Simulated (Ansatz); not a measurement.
CH₅AlOSi. Total charge 0; spin multiplicity 1. The bonds changed during the relaxation, so this is another structure than the one it started from. Geometry: relaxed with PBE0-D4/def2-TZVP. It is one conformer, not always the lowest.

```xyz
9

O     0.280    1.377    0.327
C     0.290    0.213   -0.695
Al   -1.261    0.182    0.500
Si    0.510   -1.323    0.381
H     0.057    2.179   -0.163
H     0.795    0.528   -1.602
H    -2.659    0.903    0.624
H     1.766   -1.588    1.149
H     0.222   -2.471   -0.520
```

**Question.** What is the dipole moment at ωB97M-V/def2-TZVPP? (Best estimate.)

**Answer.** Ansatz gave: 2.15 D, with components (-0.48, 2.01, -0.62) D in this frame, pointing from negative to positive charge.

**Question.** And with PBE, r2SCAN, B3LYP? (Estimate.)

**Answer.** Ansatz gave: PBE 2.24 D, r2SCAN 2.26 D, B3LYP 2.13 D.

**Question.** Give the Mulliken charges with ωB97M-V, B3LYP, PBE in def2-TZVPP. (An estimate is asked.)

**Answer.** The calculation gave: 
```tsv
atom	ωB97M-V	B3LYP	PBE
O1	-0.19	-0.22	-0.16
C2	-0.26	-0.23	-0.21
Al3	0.24	0.27	0.21
Si4	0.07	0.13	0.08
H5	0.19	0.20	0.20
H6	0.11	0.11	0.09
H7	-0.08	-0.11	-0.09
H8	-0.05	-0.09	-0.08
H9	-0.03	-0.07	-0.06
```

B3LYP here is the variant with VWN-RPA as its local correlation; programs differ in this.
